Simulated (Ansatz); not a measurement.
Ansatz (an electronic-structure program) input (B3LYP-D3(BJ)/def2-TZVP):

Ansatz 0.2 input:
```yaml
crystal:
  periodic: [false, false, false]
  atoms:
    - {symbol: Ce, position_ang: [0.47113760, 0.12714954, 0.64212556]}
    - {symbol: O, position_ang: [1.00996094, 0.19742526, -1.34923988]}
    - {symbol: O, position_ang: [-1.54478319, -0.30517907, 0.74377186]}
basis:
  gaussian:
    orbitals: def2-TZVP
hamiltonian:
  xc: b3lyp
  dispersion: d3bj
magnetization: {spin_polarized: true, initial_magnetization: 2}
relax: {f_tol: 0.002, max_steps: 150}
```

End of the output:

```
these checks for a lower state are left out or cut short: starts, cluster_reference, orbital_swaps, neighbouring_geometries, increment
integrals: 0.09 GiB planned
1174 factors; their error is unknown
mean field: 0.97 GiB planned
mean field evaluation 320: about -17025.5058 eV, gradient 3.5e-4 eV
mean field -17025.50576397 eV, -625.6757965235 hartree, gradient 1.9e-9 eV, S^2 2.010458; 0 other end points of the search recorded, 0 dependent functions left out
the calculation of the forces begins
reference -17025.50600366 eV, -625.6758053320 hartree; 24, 22 occupied and 131, 133 virtual orbitals, 1174 factors
relax step   7: F+E_penalty+E_count = -17025.58018209 eV  Δ(F+E_penalty+E_count) = -3.758e-3 eV  max|allowed force component| = 2.089e-3 eV/Å  Δτ_max = 0.0270 Å  (181 SCF iters, accepted)
these checks for a lower state are left out or cut short: starts, cluster_reference, orbital_swaps, neighbouring_geometries, increment
integrals: 0.09 GiB planned
1174 factors; their error is unknown
mean field: 0.98 GiB planned
mean field -17025.50576205 eV, -625.6757964529 hartree, gradient 4.2e-6 eV, S^2 2.010457; 0 other end points of the search recorded, 0 dependent functions left out
the calculation of the forces begins
reference -17025.50600174 eV, -625.6758052616 hartree; 24, 22 occupied and 131, 133 virtual orbitals, 1174 factors
relax step   8: F+E_penalty+E_count = -17025.58018235 eV  Δ(F+E_penalty+E_count) = -2.550e-7 eV  max|allowed force component| = 4.029e-4 eV/Å  Δτ_max = 0.0003 Å  (69 SCF iters, accepted)
integrals: 0.09 GiB planned
1174 factors; their error is unknown
mean field: 0.98 GiB planned
mean field evaluation 352: about -17024.2815 eV, gradient 5.7e0 eV
mean field evaluation 384: about -17025.4692 eV, gradient 1.1e-1 eV
mean field -17025.50576205 eV, -625.6757964529 hartree, gradient 4.2e-6 eV, S^2 2.010457; 6 other end points of the search recorded, 0 dependent functions left out
the calculation of the forces begins
reference -17025.50600174 eV, -625.6758052616 hartree; 24, 22 occupied and 131, 133 virtual orbitals, 1174 factors
Total energy: -17025.58042204 eV, -625.6785401572 hartree
Atom 0 at     0.144605     0.047113     0.224396 Å, force     0.000022     0.000008     0.000128 eV/Å
Atom 1 at     1.324563     0.267217    -1.264344 Å, force     0.000381     0.000073    -0.000394 eV/Å
Atom 2 at    -1.532852    -0.294934     1.076605 Å, force    -0.000403    -0.000081     0.000266 eV/Å
Dipole moment:     0.330616     0.081039     0.423015 e Å
```

The spin state was set by rule; other spins were not relaxed.
